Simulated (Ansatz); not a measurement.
C₆H₁₀O₆Sn. Total charge 0; spin multiplicity 1. Sn takes the def2 core potential. The bonds changed during the relaxation, so this is another structure than the one it started from. The geometry is a stationary point of PBE0-D4/def2-TZVP. It is one conformer, not always the lowest.

```xyz
23

C     2.071    0.512    2.626
C     0.911    0.328    1.713
O     1.114    0.050    0.482
O    -0.271    0.454    2.104
Sn   -0.960    0.032    0.024
O    -0.585    1.056   -1.824
C    -0.542    2.215   -1.294
C    -0.293    3.403   -2.159
O    -0.702    2.313   -0.057
O    -0.694   -1.686   -1.234
C    -0.735   -2.523   -0.274
C    -0.593   -3.978   -0.568
O    -0.884   -2.091    0.891
H     1.747    0.501    3.663
H     2.817   -0.261    2.441
H     2.531    1.478    2.402
H    -2.642    0.138    0.192
H     0.727    3.344   -2.546
H    -0.967    3.381   -3.015
H    -0.418    4.324   -1.594
H     0.425   -4.163   -0.918
H    -0.788   -4.572    0.321
H    -1.270   -4.257   -1.376
```

What is the dipole moment at ωB97M-V/def2-TZVPP? (Estimate.)

Computed: 1.59 D, with components (1.55, -0.08, -0.37) D in this frame, pointing from negative to positive charge.

And with PBE, r2SCAN, B3LYP? (Best estimate.)

Computed: PBE 1.60 D, r2SCAN 1.65 D, B3LYP 1.58 D.

Give the Mulliken charges with ωB97M-V, B3LYP, r2SCAN in def2-TZVPP. (An estimate is asked.)

Computed: 
```csv
atom,ωB97M-V,B3LYP,r2SCAN
C1,-0.32,-0.28,-0.19
C2,0.47,0.44,0.49
O3,-0.43,-0.44,-0.45
O4,-0.40,-0.40,-0.41
Sn5,1.07,1.31,1.19
O6,-0.43,-0.44,-0.45
C7,0.44,0.40,0.47
C8,-0.32,-0.28,-0.19
O9,-0.43,-0.43,-0.44
O10,-0.43,-0.44,-0.45
C11,0.44,0.40,0.47
C12,-0.31,-0.28,-0.19
O13,-0.43,-0.43,-0.44
H14,0.13,0.12,0.08
H15,0.13,0.11,0.08
H16,0.13,0.11,0.08
H17,-0.05,-0.11,-0.09
H18,0.13,0.11,0.08
H19,0.13,0.11,0.08
H20,0.12,0.11,0.08
H21,0.13,0.11,0.08
H22,0.12,0.11,0.08
H23,0.13,0.11,0.08
```

B3LYP here is the variant with VWN-RPA as its local correlation; programs differ in this.
